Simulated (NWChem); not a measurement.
Species: MoSOF$_{2}$; SMILES [O]=[Mo]([F])([F])=[S]

All runs: NWChem. Coordinates come from a PBE0/def2-SVP optimisation. def2 effective core potentials on Mo; no spin-orbit coupling. Level M06-L/def2-SVP: energy and gradient on several grids; changes count from the extra-fine grid, which is no exact limit either.

```csv
grid,size of the energy change (μHa),largest change of a gradient component (μHa/bohr),"time, medium = 1 (rough)"
xcoarse,10000,10000,about 1
coarse,2000,2000,about 1
medium,60,400,about 1
fine,10,100,about 1
xfine,< 10,< 30,2
```
